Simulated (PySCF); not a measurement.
# Name the molecule from its bond curve

A diatomic of charge 0 contains S. Its singlet curve at r²SCANh in a triple-zeta basis (spin-free X2C with a Gaussian nucleus, PySCF), in eV from the separated fragments:

```csv
R (Å),E (eV)
1.500,-2.353
1.570,-2.996
1.639,-3.360
1.692,-3.493
1.744,-3.533
1.796,-3.499
1.866,-3.367
1.953,-3.103
2.058,-2.701
2.197,-2.104
```

The fit gives ωe = 1018 cm⁻¹ and the rotational constant Bₑ = 0.7882 cm⁻¹.

Task: Which atom is the partner?

Result: The minimum lies at 1.744 Å, so the reduced mass is 16.8576 u Å² cm⁻¹/(Bₑ·Re²) = 7.032 u. With S at 31.97 u the partner weighs about 9.0 u: Be. The molecule is BeS.
